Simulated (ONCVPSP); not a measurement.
**Which setting gave this result? (boron (B), ONCV)**

Base potential:

```json
{
 "Element": "boron (B)",
 "Generator": "ONCVPSP 4.0.1",
 "Type": "optimised norm-conserving Vanderbilt (ONCV)",
 "Functional": "LDA (Perdew-Wang 92)",
 "Relativity": "scalar-relativistic",
 "Frozen core": "[He]",
 "Valence charge": "3",
 "Reference configuration": "2s1 2p2",
 "Partial waves": "2s: rc 1.40 bohr, ncon 4, nbas 8, qcut 4.8 1/bohr, 2 projectors, debl 3 Ha; 2p: rc 2.50 bohr, ncon 3, nbas 6, qcut 6.9 1/bohr, 2 projectors, debl 3.7 Ha",
 "Local potential": "polynomial inside 1.20 bohr (lpopt 1, dvloc0 0 Ha)",
 "Core correction": "Teter function, fcfact 2.25, rcfact 1.7"
}
```

Cutoffs, loose and tight: the cutoffs (Ha) at which the residual kinetic energy of the hardest occupied pseudo-wave falls to 1 and 0.1 mHa per electron. They do not see the model core or the augmentation charge, which bear on the density cutoff. Test errors are all-electron minus pseudo excitation energies from the reference, over the configurations 2s2 2p1; 2s2 2p0; 2s1 2p0; 2s1 2p1; variants that change the core or the reference have their own tests.

Only the qcut of the p channel is moved:

```
qcut of the p channel (1/bohr)  cutoff, loose  cutoff, tight  bound ghosts  largest test error (meV)  median size of the test errors
                           4.2          11 Ha          45 Ha          none                      +384                        78.1 meV
                           4.9          11 Ha          45 Ha          none                      +288                        59.9 meV
                           5.8          11 Ha          45 Ha          none                      +195                        42.2 meV
                           8.3          11 Ha          45 Ha          none                      +150                        34.1 meV
                           9.5          11 Ha          45 Ha          none                      +145                        33.0 meV
                          10.3          11 Ha          45 Ha          none                      +143                        32.6 meV
```

Task: One more run gave cutoff, loose: 11 Ha; cutoff, tight: 45 Ha; bound ghosts: none; largest test error (meV): +159; median size of the test errors: 35.7 meV. Which value of the qcut of the p channel was used?

Result: 7.6 1/bohr. The median size of the test errors moves one way along this sweep, from 78.1 meV at 4.2 to 32.6 meV at 10.3 1/bohr, which places the run between 5.8 and 8.3 1/bohr.
